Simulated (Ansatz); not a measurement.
Consider the hydrogenolysis of the Si–Si bond: `O[SiH2][SiH2][SeH]` + H₂ → `[SiH3][SeH]` + silanol.

Program: Ansatz. Geometries: PBE0-D4/def2-TZVP. ΔE: electronic, gas phase. CCSD(T)/CBS adds triple-zeta CCSD(T) − MP2 to the extrapolated MP2 energy (def2 sets, frozen cores). This one scheme is used for every species. DFT in def2-TZVPP. B3LYP here is the variant with VWN-RPA as its local correlation; programs differ in this. For Se outer-core shells are correlated without core-valence functions, which leaves a few kJ/mol of doubt a bond. Scalar relativity is left out up to krypton. One conformer a species, not always the lowest.

```csv
level,ΔE (kJ/mol),difference from CCSD(T)/CBS
PBE-D4,2.4,19.1
r2SCAN-D4,-8.9,7.8
PBE0-D4,-6.3,10.4
B3LYP-D4,-14.6,2.1
ωB97X-V,-19.2,-2.5
ωB97M-V,-21.0,-4.3
B2PLYP,-26.8,-10.1
PBE,-6.9,9.8
r2SCAN,-11.3,5.4
PBE0,-14.7,2.0
B3LYP,-29.8,-13.1
HF/def2-TZVPP,-56.9,-40.2
MP2/def2-TZVPP,-20.2,-3.5
SCS-MP2/def2-TZVPP,-29.1,-12.4
CCSD/def2-TZVPP,-27.9,-11.2
CCSD(T)/def2-TZVPP,-21.0,-4.3
HF/def2-QZVPP,-57.9,-41.2
MP2/def2-QZVPP,-18.0,-1.3
SCS-MP2/def2-QZVPP,-27.0,-10.3
HF/CBS(def2),-58.0,-41.3
MP2/CBS(def2),-15.9,0.8
CCSD/CBS(def2),-23.6,-6.9
CCSD(T)/CBS,-16.7,0
```

Largest T1 diagnostic among the species: 0.011.

The D4 term adds +15.2 kJ/mol with B3LYP and +8.4 kJ/mol with PBE0; it sums over pairs of atoms, weighted by their polarisabilities, and B3LYP, whose exchange is more repulsive, gets the larger term. From PBE to PBE0 (25 % exact exchange), in def2-TZVPP and without D4, ΔE moves by −7.8 kJ/mol.
